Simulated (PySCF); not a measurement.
**Spin–spin coupling constants**

Molfile (atoms numbered from 1):
```
C5H4F4O2
     RDKit          3D

 15 15  0  0  0  0  0  0  0  0999 V2000
    0.0119    1.5593   -1.4621 O   0  0  0  0  0  0  0  0  0  0  0  0
    0.0197    0.7077   -0.6384 C   0  0  0  0  0  0  0  0  0  0  0  0
    0.8855   -0.5092   -0.3029 C   0  0  1  0  0  0  0  0  0  0  0  0
    2.2897   -0.1994    0.1335 C   0  0  0  0  0  0  0  0  0  0  0  0
    2.2768    0.8872    0.9685 F   0  0  0  0  0  0  0  0  0  0  0  0
    0.0107   -0.8005    0.7947 O   0  0  0  0  0  0  0  0  0  0  0  0
   -0.8306    0.3173    0.5773 C   0  0  2  0  0  0  0  0  0  0  0  0
   -2.2602   -0.0820    0.2716 C   0  0  0  0  0  0  0  0  0  0  0  0
   -2.9797    1.0027   -0.0040 F   0  0  0  0  0  0  0  0  0  0  0  0
   -2.3097   -0.8992   -0.7834 F   0  0  0  0  0  0  0  0  0  0  0  0
   -2.8204   -0.7088    1.3007 F   0  0  0  0  0  0  0  0  0  0  0  0
    0.8757   -1.2999   -1.0754 H   0  0  0  0  0  0  0  0  0  0  0  0
    2.9128    0.0236   -0.7490 H   0  0  0  0  0  0  0  0  0  0  0  0
    2.7163   -1.0617    0.6726 H   0  0  0  0  0  0  0  0  0  0  0  0
   -0.8252    1.0480    1.4052 H   0  0  0  0  0  0  0  0  0  0  0  0
  1  2  2  0
  2  3  1  0
  3  4  1  0
  4  5  1  0
  3  6  1  0
  6  7  1  0
  7  8  1  0
  8  9  1  0
  8 10  1  0
  8 11  1  0
  7  2  1  0
  3 12  1  6
  4 13  1  0
  4 14  1  0
  7 15  1  1
M  END
```

Method: B3LYP/pcJ-1 (spin–dipole term only in couplings to heteroatoms)//PBE0-D3(BJ)/def2-SVP, PySCF 2.14.0 with density-fitted response routines; isolated molecule, single conformer, non-relativistic. Couplings are averaged over pairs made equivalent by symmetry, fast rotation or ring inversion, so a value needn't be that of the named pair in this geometry, while other rotamers aren't included; one pair stands for each set, and the list holds a selection of those of at least 0.8 Hz over up to four bonds, among pairs with at least one F or H atom (others weren't computed). One-bond C–F couplings come out tens of Hz too large with common functionals.

Isotopes: 13C, 19F, 1H, 17O. Couplings to quadrupolar nuclei such as 17O and 33S are rarely resolved in practice.

```csv
pair,bonds,J (Hz)
"C3, H12",1,157.7
"C4, F5",1,?
"C4, H13",1,?
"C4, H14",1,160.5
"C7, H15",1,165.2
"C8, F9",1,-347.1
"C2, H12",2,?
"C2, H15",2,-4.6
"C3, H14",2,-4.4
"C4, H12",2,?
"F5, H13",2,52.1
"O6, H12",2,-7.7
"C7, F9",2,35.8
"C8, H15",2,-3.7
"F9, F10",2,?
"H13, H14",2,?
"O1, H12",3,-1.0
"O1, H15",3,?
"C2, F9",3,1.4
"C2, H13",3,2.4
"O6, H14",3,?
"H12, H13",3,1.3
"H12, H14",3,1.9
"C4, H15",4,-1.5
"C8, H12",4,-1.5
"H12, H15",4,-5.3
```

**Question.** Estimate the withheld couplings, with signs.

**Answer.** 
- 1J(C4,F5) = -237.9 Hz (bond length 1.370 Å)
- 1J(C4,H13) = 155.1 Hz (bond length 1.103 Å, sp3 carbon)
- 2J(C2,H12) = -5.0 Hz (angle at C3 114°)
- 2J(C4,H12) = 6.7 Hz (angle at C3 111°)
- 2J(F9,F10) = 66.7 Hz (mean over equivalent pairs that range from 57.5 to 73.5 Hz in this conformer)
- 2J(H13,H14) = -12.8 Hz (angle at C4 109°)
- 3J(O1,H15) = -0.9 Hz (dihedral angle 65°)
- 3J(O6,H14) = -2.9 Hz (dihedral angle 60°)
